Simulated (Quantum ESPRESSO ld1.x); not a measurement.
Question: Au V, 75 electrons, occupied as [Xe] 4f14 5d7. Method: Dirac Kohn-Sham, PBE, spin-unpolarised, spherical densities, point nucleus; open shells fill j = l - 1/2 first; computed with ld1.x of Quantum ESPRESSO 7.5.

Spin-orbit splittings of the eigenvalues, e(l+1/2) - e(l-1/2), with zeta = 2 splitting/(2l+1) and mean radii in bohr:

shell  occ.  splitting (eV)  zeta (eV)  <r> j=l-1/2  <r> j=l+1/2
2p        6            1836       1224      0.05798      0.06653
3p        6               ?          ?       0.1736       0.1893
3d       10           87.06      34.82       0.1648       0.1696
4p        6           97.17      64.78       0.4094       0.4434
4d       10           18.09      7.238       0.4518       0.4630
4f       14           3.818      1.091       0.4944       0.5014
5p        6           16.98      11.32       0.9919        1.082
5d        7           1.990     0.7960        1.363        1.401

Estimate the 3p splitting.

Answer: 405.2 eV (zeta = 270.1 eV).
